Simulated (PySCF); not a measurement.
**Exercise with solution: oscillator strength and radiative lifetime**

CHCl, SMILES Cl[CH] (connectivity only; charge and spin as stated), neutral, multiplicity 1.

The structure is a stationary point at PBE0-D3(BJ)/def2-TZVPD. The isomer is the one that the SMILES or the coordinates give; other isomers of the formula were not compared.

TDDFT-ωB97X/def2-TZVPD (PySCF) puts the first singlet state with f over 0.02 at 6.17 eV (vertical), with the transition dipole (-0.322, -0.171, 0.000) in atomic units.

Problem. Find the oscillator strength, the wavelength and the radiative lifetime that this transition would have in vacuum if emission retraced absorption.

Solution. 
|μ|² = 0.1329 au, so |μ| = 0.93 D. ΔE = 6.17/27.211 = 0.2267 hartree. f = (2/3) ΔE |μ|² = 0.020 (the program prints 0.020).
λ = 1239.84/6.17 = 201 nm; ν = 49764 cm⁻¹.
Einstein's coefficient A = 0.6670 ν² f s⁻¹ (ν in cm⁻¹) = 3.3e7 s⁻¹, so τ = 1/A = 30 ns. This state is S3; the lower singlets have f = 0.002, 0.003. The figure is the radiative limit of this one transition; relaxation, internal conversion, crossing to triplets and a medium change what is measured.
